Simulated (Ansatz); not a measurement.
`[CH3][GeH]([F])[SH]` + `[CH3]`• → `[CH3][Ge]([F])[SH]`• + CH₄  (hydrogen abstraction from a Ge–H bond)

Isolated molecules relaxed with PBE0-D4/def2-TZVP in Ansatz; ΔE leaves out vibrations. CCSD(T)/CBS adds triple-zeta CCSD(T) − MP2 to the extrapolated MP2 energy (def2 sets, frozen cores). This one scheme is used for every species. DFT in def2-TZVPP. Open shells (•) are unrestricted, without spin–orbit coupling. For Ge outer-core shells are correlated without core-valence functions, which leaves a few kJ/mol of doubt a bond. Scalar relativity is left out up to krypton. One conformer a species, not always the lowest.

`[CH3][GeH]([F])[SH]`:

Z-matrix (Å, degrees):
```
C
Ge 1 1.934
H 1 1.090 2 110.1
H 1 1.090 2 109.5 3 120.1
H 1 1.091 2 109.6 3 -120.5
F 2 1.746 1 105.4 3 179.9
S 2 2.208 1 113.0 3 -61.7
H 2 1.534 1 116.8 3 62.8
H 7 1.343 2 94.0 1 -39.1
```

`[CH3]`•:

```xyz
4

C     0.000    0.000    0.000
H    -0.891   -0.610   -0.044
H     0.720   -0.152    0.791
H     0.171    0.761   -0.747
```

`[CH3][Ge]([F])[SH]`•:

Cartesian coordinates in Å:
```
C -0.903 -0.364 -0.896
Ge 0.019 0.735 0.440
F -0.568 0.187 2.000
S 2.196 0.267 0.349
H -0.484 -0.171 -1.884
H -0.756 -1.411 -0.624
H -1.967 -0.131 -0.894
H 2.462 0.890 1.509
```

CH₄:

Z-matrix (Å, degrees):
```
C
H 1 1.090
H 1 1.090 2 109.5
H 1 1.090 2 109.5 3 -120.0
H 1 1.090 2 109.5 3 120.0
```

```
       level  ΔE (eV)
 LDA (SPW92)    -1.42
HF/CBS(def2)    -0.68
```

Task: What does CCSD(T)/CBS give? (Estimate.)

Result: The calculation gave: -1.00 eV. The listed levels differ from it by -0.42, 0.32 eV.

Largest T1 diagnostic among the species: 0.014.

From r2SCAN to r2SCAN0 (25 % exact exchange), in def2-TZVPP and without D4, ΔE moves by +0.07 eV. In def2-TZVPP, CCSD(T) changes the Hartree–Fock value by −0.31 eV (the triples alone add −0.05 eV) and MP2 by −0.37 eV.
